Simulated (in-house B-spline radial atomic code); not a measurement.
## Ionising Ti8+ with different functionals

Computed with a B-spline radial code for spherical atoms: four-component Dirac-Coulomb Hamiltonian, Fermi nucleus of rms radius 3.5921 fm, spin-restricted, spherical fractional occupations for the functionals. The ionisation energy is the difference of two self-consistent energies, [Ne] 3s2 3p2 → [Ne] 3s2 3p1, without Breit or QED terms; ε is the level of the shell that loses the electron (mean over j). The electron is taken from both j subshells in proportion to 2j + 1, so the result is a j average, not the step between ground levels.

Hybrids are left out here: with spherical fractional occupations of an open shell their exact exchange keeps a self-interaction that integer-occupation calculations don't have.

```json
{"method": "LDA VWN5", "rung": "LDA", "ΔSCF (eV)": "190.92", "-ε(3p) (eV)": "178.75"}
{"method": "relativistic LDA", "rung": "LDA", "ΔSCF (eV)": "190.88", "-ε(3p) (eV)": "178.71"}
{"method": "LDA PW92", "rung": "LDA", "ΔSCF (eV)": "190.91", "-ε(3p) (eV)": "178.74"}
{"method": "LDA exchange-only", "rung": "LDA", "ΔSCF (eV)": "189.00", "-ε(3p) (eV)": "176.82"}
{"method": "PBE", "rung": "GGA", "ΔSCF (eV)": "190.73", "-ε(3p) (eV)": "178.61"}
{"method": "PBEsol", "rung": "GGA", "ΔSCF (eV)": "190.65", "-ε(3p) (eV)": "178.52"}
{"method": "BLYP", "rung": "GGA", "ΔSCF (eV)": "190.74", "-ε(3p) (eV)": "178.57"}
{"method": "RPBE", "rung": "GGA", "ΔSCF (eV)": "190.65", "-ε(3p) (eV)": "178.56"}
{"method": "PW91", "rung": "GGA", "ΔSCF (eV)": "190.92", "-ε(3p) (eV)": "178.78"}
{"method": "BP86", "rung": "GGA", "ΔSCF (eV)": "190.90", "-ε(3p) (eV)": "178.76"}
{"method": "AM05", "rung": "GGA", "ΔSCF (eV)": "190.64", "-ε(3p) (eV)": "178.51"}
{"method": "OLYP", "rung": "GGA", "ΔSCF (eV)": "190.92", "-ε(3p) (eV)": "178.87"}
```

(1) How do they compare with the NIST value?

Answers

(1) NIST lists 192.1 eV ± 0.4 (semi-empirical, ground level to ground level). Errors run from -3.10 to -1.18 eV. The correlated functionals all miss on the same side by more than they spread, so the cause is common to them (Breit-QED terms, spin polarisation, the choice among j levels, multiplet and fine-structure energies, or a listed next ion that isn't the cheapest removal here) and closeness doesn't rank the functionals.
